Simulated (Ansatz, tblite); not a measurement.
Cost and result up the ladder for H3Au3⁺ (6 atoms). Charge 1, multiplicity 2. Geometry: PBE0-D4/def2-TZVP.

Cartesian coordinates in Å:
```
Au -0.3760 -0.4619 -2.0540
Au 0.3103 0.3520 0.4924
Au 0.7644 -0.2163 3.0718
H 1.4624 0.6087 1.8375
H -1.7489 -1.1752 -2.3985
H -0.4123 0.8927 -0.9491
```

Ansatz on 4 threads of Arm Neoverse V2 on a shared host; xTB runs through tblite on one thread. Times are rough, summed over both states, and most runs start from the orbitals of an earlier one. RPA@PBE/def2-TZVP serves as the yardstick here, not as an exact answer. Differences are given only for rows in sets of like size (and for xTB, whose basis is part of the method), since another set adds its own error. The other state is a quartet at its own geometry, which has other bonds, so the gap mixes isomer and spin.

In the def2 sets Au takes a core potential; there is no spin–orbit coupling. The xTB rows come from tblite. LC-ωPBE has ω = 0.4 bohr⁻¹. Correlated methods freeze no core orbitals; core or outer-core shells of Au are correlated, in sets that lack core-valence functions. The rows differ in basis, and correlated rows in double-zeta sets carry the largest basis error. The structure comes from a short search, and lower isomers may exist.

Second-order perturbation terms are unreliable where d shells bring near-degenerate states, and here MP2/def2-TZVP lies more than 0.4 eV from the median of the functionals without such a term.

Correlated methods converge slowly with the basis, most of all in double-zeta sets (MP2 moves by 0.07 eV from def2-SVP to def2-TZVP here).

xTB has no spin-polarisation term.

```
                         level  functions  wall time  quartet − doublet (eV)  difference from RPA@PBE/def2-TZVP (eV)
                      GFN2-xTB         30    0.006 s                    4.46                                    1.84
                      GFN1-xTB         33    0.011 s                    2.02                                   -0.59
                  HF/def2-TZVP        138      3.7 s                    2.32                                   -0.30
                 MP2/def2-TZVP        138      4.8 s                    3.40                                    0.79
           revPBE-D4/def2-TZVP        138      5.6 s                    2.54                                   -0.08
PBE-D4/def2-TZVP (with forces)        138      5.6 s                    2.63                                    0.02
             PBE0-D4/def2-TZVP        138      7.6 s                    2.79                                    0.17
            BHLYP-D4/def2-TZVP        138       10 s                    2.78                                    0.17
             LC-ωPBE/def2-TZVP        138       12 s                    2.91                                    0.29
           r2SCAN-D4/def2-TZVP        138       12 s                    2.68                                    0.07
             RPA@PBE/def2-TZVP        138       13 s                    2.62                                    0.00
          r2SCAN0-D4/def2-TZVP        138       15 s                    2.79                                    0.17
              CCSD(T)/def2-SVP        111      5 min                    2.98                                       –
```
